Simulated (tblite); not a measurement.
Species: C₈H₁₇AsO.
Structure used (GFN2-xTB), in Å, numbered top down from 1:
```
atom  x, y, z in Å
C1    -2.7299   -0.5830   -1.3143
C2    -2.1279   -0.1347    0.0204
C3    -3.1463    0.6529    0.8393
O4    -1.0097    0.7117   -0.1881
C5     0.2398    0.0697   -0.3878
C6     0.9431   -0.1585    0.9566
C7     2.2272   -0.9732    0.8322
C8     3.3043   -0.2396    0.0399
As9    2.7060   -0.0350   -1.8424
C10    1.0700    0.9471   -1.3155
H11   -1.9859   -1.0981   -1.9182
H12   -3.5649   -1.2567   -1.1419
H13   -3.0801    0.2851   -1.8667
H14   -1.8168   -1.0245    0.5908
H15   -2.7189    0.9356    1.7976
H16   -4.0367    0.0537    1.0087
H17   -3.4191    1.5580    0.3036
H18    0.0811   -0.9120   -0.8699
H19    0.2505   -0.6780    1.6247
H20    1.1594    0.8160    1.4003
H21    1.9997   -1.9275    0.3418
H22    2.5964   -1.2012    1.8370
H23    3.4887    0.7416    0.4842
H24    4.2395   -0.8058    0.0790
H25    3.5270    1.2084   -2.1096
H26    1.3146    1.8813   -0.8062
H27    0.4688    1.1933   -2.1948
```

Method: GFN2-xTB as coded in tblite; computed harmonic values from a numerical Hessian at the method's own geometry, unscaled. Errors from tens to a few hundred cm⁻¹ against measured bands are possible. Modes of hydrogen on arsenic can be 10 to 20 % off. One conformer, not necessarily the lowest.

Harmonic wavenumbers (cm⁻¹): 38.1, 47.0, 82.0, 146.2, 168.7, 180.7, 209.1, 230.9, 245.1, 290.8, 352.4, 360.5, 407.2, 448.5, 473.0, 547.9, 560.8, 653.3, 698.6, 735.8, 760.6, 815.7, 871.0, 880.8, 905.2, 934.0, 951.9, 970.9, 972.5, 999.8, 1038.7, 1059.1, 1099.7, 1124.7, 1136.3, 1151.0, 1169.8, 1179.5, 1189.0, 1200.2, 1233.3, 1264.1, 1296.8, 1311.7, 1322.9, 1337.8, 1346.9, 1350.7, 1393.1, 1405.0, 1451.2, 1455.7, 1475.1, 1486.8, 1488.5, 1489.8, 1495.4, 1501.2, 1851.9, 2795.0, 2841.1, 2913.0, 2928.7, 2939.8, 2940.3, 2946.7, 2953.9, 2959.5, 2979.4, 3029.0, 3039.8, 3043.6, 3044.8, 3047.3, 3051.4.

A = 1948, B = 452.6, C = 400.7 MHz; mass 204.050 u (most abundant isotopes); point group C1, symmetry number 1.

What is the zero-point energy?

Half the sum of the wavenumbers: 50849 cm⁻¹ = 145.38 kcal/mol.

Entropy at 350 K, 1 bar (ideal gas, RRHO, classical rotation)?

Translation 42.67, rotation 31.67, vibration 44.92: S = 119.2 cal/(mol K).

And Cp and H(350 K) − H(0)?

Cp = 55.79 cal/(mol K), of which vibrations give 47.84 (their classical limit is 75 R = 149.0); H(350 K) − H(0) = 11.01 kcal/mol without the zero-point energy, 8.22 from vibrations.

How do the functions run with temperature in this model?

```tsv
T (K)	S (cal/(mol K))	Cp (cal/(mol K))	H − H(0) (kcal/mol)	G − H(0) (kcal/mol)	ln q(vib)
50	63.4	14.4	0.54	-2.63	0.84
100	75.6	21.7	1.44	-6.12	2.39
298.15	110.9	48.2	8.31	-24.76	9.03
373.15	122.9	59.1	12.34	-33.53	11.56
500	142.6	75.7	20.92	-50.39	15.88
750	178.2	99.6	43.06	-90.59	24.33
1000	209.1	115.2	70.03	-139.09	32.39
```

q(vib) and H(0) count from the zero-point level.

Which modes carry the vibrational entropy at 350 K?

38.1 cm⁻¹: 5.67; 47.0 cm⁻¹: 5.26; 82.0 cm⁻¹: 4.16; 146.2 cm⁻¹: 3.03; 168.7 cm⁻¹: 2.75; 180.7 cm⁻¹: 2.62 cal/(mol K); the other 69 give 21.42 together.

What must be added to the electronic energy to get the Gibbs energy at 350 K and 1 bar?

ZPE + [H(350 K) − H(0)] − T·S = 145.38 + 11.01 − 41.74 = 114.65 kcal/mol.

Hindered rotation and anharmonicity are outside this model. Other conformers, if any are populated, would add a mixing term that is left out. The structure is chiral; the term R ln 2 for an equal mix with its mirror image is left out.
